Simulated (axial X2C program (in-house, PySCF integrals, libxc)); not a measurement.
# CuF⁻: properties at the nuclei

Calculated with an axial X2C code built on PySCF integrals: two-component X2C with atomic mean-field Coulomb and Gaunt terms, Gaussian nuclei, basis Cu dyall-acv3z, F dyall-av3z with contracted cores.

R = 1.828 Å (near the PBE0 minimum at charge -1 of the determinant lowest at the starting distance; the state shown can have its own minimum elsewhere).

Determinant lowest in the PBE0 search, Ω = 1/2 (⟨Sz⟩ = 0.50, ⟨Lz⟩ = 0.00 at PBE0), spin on the atoms Cu 0.48, F 0.02:

```json
{"level": "PBE0", "Eeff magnitude (GV/cm)": "0.699", "Ws magnitude Cu (kHz)": "0.657", "A∥/gI Cu (MHz)": "988", "qzz Cu (a.u.)": "-0.25", "A∥/gI F (MHz)": "107", "qzz F (a.u.)": "0.93"}
{"level": "HF", "Eeff magnitude (GV/cm)": "0.42", "Ws magnitude Cu (kHz)": "0.397", "A∥/gI Cu (MHz)": "641", "qzz Cu (a.u.)": "-1.45", "A∥/gI F (MHz)": "52.1", "qzz F (a.u.)": "0.60"}
{"level": "TPSSh", "Eeff magnitude (GV/cm)": "0.715", "Ws magnitude Cu (kHz)": "0.679", "A∥/gI Cu (MHz)": "1050", "qzz Cu (a.u.)": "-0.08", "A∥/gI F (MHz)": "109", "qzz F (a.u.)": "1.01"}
{"level": "PBE50", "Eeff magnitude (GV/cm)": "0.677", "Ws magnitude Cu (kHz)": "0.629", "A∥/gI Cu (MHz)": "942", "qzz Cu (a.u.)": "-0.76", "A∥/gI F (MHz)": "92.4", "qzz F (a.u.)": "0.81"}
{"level": "r2SCAN", "Eeff magnitude (GV/cm)": "0.75", "Ws magnitude Cu (kHz)": "0.716", "A∥/gI Cu (MHz)": "1100", "qzz Cu (a.u.)": "-0.10", "A∥/gI F (MHz)": "123", "qzz F (a.u.)": "0.96"}
```

Determinant 1.56 eV from it at PBE0 and this distance, Ω = 3/2 (⟨Sz⟩ = 0.50, ⟨Lz⟩ = 1.00 at PBE0), spin on the atoms Cu 0.51, F -0.01:

| level | Eeff magnitude (GV/cm) | Ws magnitude Cu (kHz) | A∥/gI Cu (MHz) | qzz Cu (a.u.) | A∥/gI F (MHz) | qzz F (a.u.) |
| --- | --- | --- | --- | --- | --- | --- |
| PBE0 | 0.0201 | 0.00358 | 32.6 | 0.12 | -0.391 | 1.55 |
| HF | 0.0016 | 4.21e-05 | 4.14 | -1.16 | 0.315 | 0.88 |
| TPSSh | 0.0241 | 0.00472 | 35.3 | 0.38 | -0.356 | 1.70 |
| PBE50 | 0.00567 | 0.000604 | 14.3 | -0.48 | 0.0346 | 1.27 |
| r2SCAN | 0.056 | 0.0118 | 65.4 | 0.42 | -1.2 | 1.72 |

Eeff is the effective electric field on the electron electric dipole moment in this Ω state and Ws the scalar–pseudoscalar constant of the nucleus named (defined with the proton number Z and per Ω); A∥ (defined per Ω) follows by multiplying with gI = μI/(I μN); qzz is the electric field gradient, eQq0 = 234.96 MHz × Q/barn × qzz. The operators were transformed with the bare-nucleus X2C matrices; with these basis sets, hyperfine constants and field gradients can be off by tens of per cent, and where levels differ in sign neither size nor sign is settled.

Question: With gI(63Cu) = 1.4824 (g factors from the IAEA table of nuclear moments by Stone), turn the PBE0 values of the first state into constants in MHz.

Answer: A∥(63Cu) = 988 × 1.4824 = 1460 MHz.

Each state is one determinant with collinear spin. Unrestricted Hartree–Fock can overshoot spin polarisation at the nuclei. For an anion, determinants above electron detachment, or with a positive highest level, are held by the basis set. Where Eeff spreads by more than a factor of two the levels disagree and none is to be relied on. At HF a later determinant lies lower. The search compared states at one distance, so a state with another bond length can lie lower. Further determinants of the search, some of them spin-mixed, are not shown. Where a field gradient or hyperfine factor spreads by more than a factor of two over the levels, a constant derived from it is not to be relied on. PBE0 term energies can be off by some tenths of an eV.
